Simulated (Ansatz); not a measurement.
The cluster Si5H2: single points at one geometry.

```yaml
crystal:
  periodic: [false, false, false]
  atoms:
    - {symbol: Si, position_ang: [1.437446, 0.103819, -1.197395]}
    - {symbol: Si, position_ang: [0.565315, -1.222697, 1.302434]}
    - {symbol: Si, position_ang: [-0.932140, -0.272817, -0.470005]}
    - {symbol: Si, position_ang: [0.515167, 1.043941, 0.733732]}
    - {symbol: Si, position_ang: [0.411401, -2.089014, -0.965025]}
    - {symbol: H, position_ang: [-2.343238, 0.057642, -0.786849]}
    - {symbol: H, position_ang: [0.346049, 2.379127, 1.383099]}
basis:
  gaussian: {orbitals: def2-TZVP, initial_orbitals: start.molden}
hamiltonian: {xc: {name: B3LYP}, dispersion: d4}
scf: {omitted_lower_state_checks: [starts]}
output: {orbitals: {seedname: orbitals}}
```

The file start.molden holds the orbitals of an earlier run on this structure, at another level or in another basis.

```sh
$ ansatz run in.yaml --threads 4 --pin off --events-out ev --progress --plain --max-ram 3916MiB
```

Output, abridged:

```
Functional definition: B3LYP
1393 factors; their error is unknown
mean field evaluation 1: about -39421.7451 eV, gradient 7.7e0 eV
mean field evaluation 2: about -39421.8312 eV, gradient 8.2e-2 eV
mean field evaluation 4: about -39421.9565 eV, gradient 9.5e-5 eV
mean field -39421.95645347 eV, -1448.7301785032 hartree, gradient 2.3e-5 eV, S^2 0.000000; 0 other end points of the search recorded, 0 dependent functions left out
reference -39421.95671686 eV, -1448.7301881825 hartree; 36, 36 occupied and 161, 161 virtual orbitals, 1393 factors
Total energy: -39422.67186435 eV, -1448.7564693683 hartree
Checks for a lower state left out: starts
```

Hardware: 4 threads of Arm Neoverse V2 on a shared host. Wall time 3.1 s, peak host memory 0.59 GiB.

As the first input, with `hamiltonian: {xc: pbe0, dispersion: d4}` (abridged; 3.8 s):

```
Functional definition: PBE0
mean field -39403.75889106 eV, -1448.0614304193 hartree, gradient 9.8e-6 eV, S^2 0.000000
Total energy: -39404.12193551 eV, -1448.0747720567 hartree
Checks for a lower state left out: starts
```

The first input with `hamiltonian: {xc: pbe, dispersion: d4}`, `output: {forces: true, orbitals: {seedname: orbitals}}` (abridged; 2.4 s):

```
Functional definition: PBE
mean field -39400.53938752 eV, -1447.9431158465 hartree, gradient 1.8e-5 eV, S^2 0.000000
Total energy: -39400.96657606 eV, -1447.9588147360 hartree
Atom 0 force    -0.287574    -0.176151     0.219594 eV/Å
Atom 1 force    -0.082192     0.136430    -0.370040 eV/Å
Atom 2 force     0.437230    -0.085931     0.107250 eV/Å
Atom 3 force     0.029656    -0.201813    -0.096962 eV/Å
Atom 4 force     0.045319     0.147628     0.094387 eV/Å
Atom 5 force    -0.123440     0.032607    -0.025826 eV/Å
Atom 6 force    -0.018999     0.147230     0.071597 eV/Å
Dipole moment:    -0.108454     0.290905     0.116541 e Å
Checks for a lower state left out: starts
```

As the first input, with `hamiltonian: {xc: {name: r2SCAN0}, dispersion: d4}` (abridged; 6 s):

```
Functional definition: r2SCAN0
mean field -39415.85532590 eV, -1448.5059662006 hartree, gradient 1.3e-5 eV, S^2 0.000000
Total energy: -39415.96387612 eV, -1448.5099553474 hartree
Checks for a lower state left out: starts
```

As the first input, with `gaussian: {orbitals: def2-TZVPP, initial_orbitals: start.molden}`, `correlation: {method: ccsd_t}` and without the key `hamiltonian` (abridged; 50 s):

```
Functional definition: HF
mean field -39341.02975425 eV, -1445.7561771608 hartree, gradient 2.9e-6 eV, S^2 0.000000
25 core orbitals not correlated: weight in the atoms' cores, before any rotation towards them, 1.000 or more for the frozen orbitals, at most 0.000 for the correlated occupied ones
second order -16.04288182 eV of doubles, -0.00000000 eV of singles
cycle   1  -15.73722662 eV  change    3.1e-1 eV  update   1.7e-1
cycle   2  -16.44372685 eV  change   -7.1e-1 eV  update   6.0e-2
cycle   3  -16.61283599 eV  change   -1.7e-1 eV  update   2.9e-2
cycle   4  -16.59732683 eV  change    1.6e-2 eV  update   9.8e-3
cycle   5  -16.59630255 eV  change    1.0e-3 eV  update   6.3e-3
cycle   6  -16.59617733 eV  change    1.3e-4 eV  update   2.5e-3
cycle   7  -16.59477436 eV  change    1.4e-3 eV  update   1.0e-3
cycle   8  -16.59530662 eV  change   -5.3e-4 eV  update   4.6e-4
cycle   9  -16.59563368 eV  change   -3.3e-4 eV  update   1.8e-4
cycle  10  -16.59549790 eV  change    1.4e-4 eV  update   9.0e-5
cycle  11  -16.59551141 eV  change   -1.4e-5 eV  update   3.8e-5
cycle  12  -16.59551776 eV  change   -6.3e-6 eV  update   1.6e-5
perturbative correction -1.39228319 eV, -0.0511654633 hartree
Total energy: -39359.01755519 eV, -1446.4172166530 hartree
Checks for a lower state left out: starts
```

As the first input, with `hamiltonian: {xc: r2scan, dispersion: d4}` (abridged; 4.7 s):

```
Functional definition: r2SCAN
mean field -39416.63533313 eV, -1448.5346309375 hartree, gradient 1.4e-5 eV, S^2 0.000000
Total energy: -39416.71902382 eV, -1448.5377065137 hartree
Checks for a lower state left out: starts
```

Geometry: B3LYP-D4/def2-SVP.

B3LYP takes the VWN-RPA correlation. Correlated methods freeze 25 core orbitals. At CCSD(T)/def2-TZVPP T1 of the charge 0 singlet is large (up to 0.024), so the single-reference result is doubtful. Another isomer (singlet) lies 0.07 eV lower at B3LYP-D4/def2-TZVP; other spin states weren't run for this one.
